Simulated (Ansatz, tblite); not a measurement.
Spin states of trans-PtH2(AsH3)2 (As2PtH8), formally d⁸, each relaxed with r2SCAN-D4/def2-SVP in Ansatz. Electronic energies in the gas phase.

In the def2 sets Pt takes a core potential; there is no spin–orbit coupling. The xTB rows come from tblite. HSE06 is defined as in plane-wave codes, on full-range PBE exchange. Correlated methods freeze 18 core orbitals; core or outer-core shells of Pt, As are correlated, in sets that lack core-valence functions. The name describes the singlet; other states may take another shape.

Singlet geometry:

Cartesian coordinates in Å:
```
Pt -0.030 0.032 -0.027
H -0.918 0.952 -1.074
As 1.707 1.608 -0.022
H 3.141 1.138 0.047
H 1.738 2.558 1.153
H 1.870 2.628 -1.125
H 0.861 -0.891 1.024
As -1.715 -1.601 0.015
H -1.955 -2.413 1.265
H -1.545 -2.746 -0.955
H -3.154 -1.265 -0.301
```

Triplet geometry:

```xyz
11

Pt   -0.062   -0.103    0.000
H     0.577   -1.600   -0.128
As    0.072    0.371   -2.359
H    -0.525    1.608   -3.014
H    -0.622   -0.642   -3.242
H     1.391    0.387   -3.115
H    -1.657   -0.452   -0.016
As    0.172    0.106    2.392
H    -1.072   -0.091    3.230
H     0.692    1.329    3.143
H     1.033   -0.913    3.109
```

Only these spin states were relaxed.

(1) Estimate which spin state lies lowest at each of these levels, and by how much: GFN1-xTB; GFN2-xTB; HF/def2-TZVP; PBE-D4/def2-TZVP; revPBE-D4/def2-TZVP; r2SCAN-D4/def2-TZVP; PBE0-D4/def2-TZVP; HSE06-D4/def2-TZVP; CAM-B3LYP-D4/def2-TZVP; B2PLYP/def2-TZVP; PBE-QIDH/def2-TZVP; RPA@PBE/def2-TZVP; MP2/def2-TZVP.

Results:

(1) 
```tsv
level	triplet − singlet (kcal/mol)	lowest of these	remarks
GFN1-xTB	51.6	singlet	–
GFN2-xTB	37.8	singlet	–
HF/def2-TZVP	40.9	singlet	test for broken spin undecided (singlet)
PBE-D4/def2-TZVP	39.7	singlet	–
revPBE-D4/def2-TZVP	39.7	singlet	–
r2SCAN-D4/def2-TZVP	39.5	singlet	–
PBE0-D4/def2-TZVP	42.2	singlet	–
HSE06-D4/def2-TZVP	42.0	singlet	–
CAM-B3LYP-D4/def2-TZVP	43.7	singlet	–
B2PLYP/def2-TZVP	44.0	singlet	–
PBE-QIDH/def2-TZVP	45.7	singlet	test for broken spin undecided (singlet)
RPA@PBE/def2-TZVP	43.3	singlet	–
MP2/def2-TZVP	49.2	singlet	test for broken spin undecided (singlet)
```

Change of the triplet − singlet gap on mixing in exact exchange, in kcal/mol: PBE to PBE0 (25 % exact exchange) 2.5. The xTB methods have no spin-polarisation term.
